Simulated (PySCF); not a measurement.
C5H7, doublet, at a GFN2-xTB geometry. Base run: PySCF with R2SCAN/STO-3G.

PySCF was given this input:
```python
from pyscf import gto, scf, dft

mol = gto.M(
    atom='''
C    -0.00592064    0.06255727    0.04919876
C     0.05276925    0.74146840    1.29776337
C    -0.04143606   -0.73565075    1.32173897
C     0.71684363    0.01914460   -1.25871358
C    -0.78709602    0.06699964   -1.21998696
H     0.71989492    1.44391333    1.74538562
H    -0.98300469   -1.19090749    1.60534724
H     0.81949464   -1.32985821    1.61492175
H     1.19255360   -0.91053662   -1.53692256
H     1.25302117    0.90112219   -1.57731201
H    -1.33584518   -0.82610055   -1.48128458
H    -1.27707539    0.98525249   -1.51013864
''',
    basis='sto-3g',
    spin=1,
    verbose=4,
)

mf = dft.UKS(mol)
mf.xc = 'r2scan'
mf.kernel()
mf.analyze()
```

Variants of this job, named by their change:

| change | ΔE vs base (mEh) | SCF cycles | <S^2> |
|---|---|---|---|
| base | 0.000 | 10 | 0.755 |
| DIIS = EDIIS | 0.000 | 47 | 0.755 |
| init_guess = vsap | 0.000 | 12 | 0.755 |
| diis_space = 12 | 0.000 | 10 | 0.755 |
| diis_space = 2 | 0.000 | 13 | 0.755 |
| init_guess = sap | 0.000 | 12 | 0.755 |
| conv_tol = 1e-7 | 0.000 | 8 | 0.755 |
| init_guess = atom | 0.000 | 10 | 0.755 |
| level_shift = 0.3 (with mf.max_cycle = 100) | 0.000 | 15 | 0.755 |
| conv_tol_grad = 1e-3 | 0.000 | 10 | 0.755 |
| diis_space = 4 | 0.000 | 11 | 0.755 |
| diis = off; damp = 0.6 (with mf.diis_start_cycle = 200; with mf.max_cycle = 150) | 0.000 | 27 | 0.755 |
| init_guess = huckel | 0.000 | 11 | 0.755 |

Open shells are given as the SCF converged; they aren't shown to be the lowest states, and a large step between rows can be another state.
